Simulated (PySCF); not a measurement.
HfH4, SMILES [HfH4], multiplicity 1.

Geometry: B3LYP-D3(BJ)/def2-TZVPD. The spin state was assumed, not searched. The def2 effective core potentials stand for the cores of Hf; spin–orbit coupling is left out.

Method: CAM-B3LYP/def2-TZVPD (PySCF).

**Question.** Estimate the frontier levels, gap, dipole moment and polarisability. (Estimate from the structure and the level; the computed values follow.)

**Answer.** 
- highest occupied level = -9.91 eV
- lowest empty level = -0.93 eV
- orbital gap = 8.97 eV
- dipole moment = 0.00 D
- quadrupole, principal values (traceless, Buckingham form, about the centre of nuclear charge) = 0.00, 0.00, 0.00 D·Å
- mean static polarisability = 49.6 bohr³ (7.35 Å³)
- polarisability, principal values = 49.6, 49.6, 49.6 bohr³
